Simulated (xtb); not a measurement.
CH₆OSi, SMILES [SiH2](O)C. All values are semi-empirical tight-binding results from xtb (GFN2-xTB unless named), good for trends rather than for accurate numbers. The structure is a stationary point at GFN2-xTB. The values are those of a single conformer.

Optimised geometry:

```xyz
9

Si    -0.1708     0.4627     0.1769
C      1.5640    -0.2777    -0.0433
O     -1.3285    -0.5548    -0.3507
H     -0.3949     1.6153    -0.6844
H     -0.3766     0.7631     1.5985
H      1.7073    -1.1659     0.5680
H      2.3324     0.4347     0.2389
H      1.7452    -0.5605    -1.0770
H     -1.3785    -1.4598    -0.0557
```

```yaml
orbital_gap: 6.52 eV
dipole_moment: 1.59 D
zero_point_energy: 41.4 kcal/mol
G − E(el) at 298.15 K (modified RRHO): 24.2 kcal/mol
static polarisability (D4 model): 49.3 bohr³
solvation energy, GFN2-xTB/ALPB(water): -3.4 kcal/mol
solvation energy, GFN2-xTB/ALPB(hexane): -1.4 kcal/mol
```

Computed atomic charges and the Wiberg bond orders between heavy atoms:
charges (e) Si1 0.51, C2 -0.20, O3 -0.48, H4 -0.08, H5 -0.10, H6 0.02, H7 0.02, H8 0.02, H9 0.30. Bond orders Si1–C2 0.90, Si1–O3 1.18.
